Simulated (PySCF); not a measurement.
MoN₂ + NH₃ → H₃MoN + N₂

Level: PBE0 in the def2-TZVP basis family, computed in PySCF with density fitting; scalar-relativistic core potentials for atoms from Rb on, none lighter, no spin–orbit coupling; open shells unrestricted.

| species | state and structure | E (Eh) | ZPE (kJ/mol) | H(298 K) − H(0) (kJ/mol) | S° (J/(mol K)) |
| --- | --- | --- | --- | --- | --- |
| MoN₂ | singlet, C2v, Mo–N 1.652 Å (×2); N–Mo–N 104.4° | -177.49392 | 15.5 | 10.7 | 262.1 |
| NH₃ | singlet, C3v, N–H 1.013 Å (×3); H–N–H 107.1° (×3) | -56.51312 | 90.6 | 10.0 | 192.4 |
| H₃MoN | singlet, C3v, Mo–H 1.699 Å (×3), Mo–N 1.612 Å; H–Mo–H 118.3° (×3), H–Mo–N 97.5° (×3) | -124.63123 | 64.2 | 11.3 | 252.1 |
| N₂ | singlet, D∞h, N–N 1.089 Å | -109.44629 | 14.9 | 8.7 | 191.4 |

Q: What is the electronic reaction energy?

A: At PBE0/def2-TZVP, ΔE = -185.0 kJ/mol from the differences of the total energies times 2625.5, downhill. 

Q: Add zero-point, thermal and entropy terms for 298.15 K and 1 bar.

A: ΔZPE = -27.0 and Δ[H(298) − H(0)] = -0.7 kJ/mol give ΔH° = -212.7 kJ/mol. ΔS° = -11.0 J/(mol K), so ΔG° = -212.7 − 298.15 × (-0.0110) = -209 kJ/mol.

Each species is the lowest minimum found with this bonding; other isomers or fragments can lie lower.
